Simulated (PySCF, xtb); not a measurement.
C2H6AlF, SMILES [CH3][Al]([CH3])[F].

GFN2-xTB (xtb 6.7.1) at its own geometry gives an orbital gap of 4.30 eV and a dipole moment of 2.52 D.

Geometry: PBE0-D3(BJ)/def2-SVP. The isomer is the one that the SMILES or the coordinates give; other isomers of the formula were not compared.

Problem. What does M06-2X/def2-TZVP (PySCF) give? (Estimate from the structure and the level; the computed values follow.)

Solution. gap 9.24 eV (levels -9.14 and 0.10 eV), dipole 2.00 D.
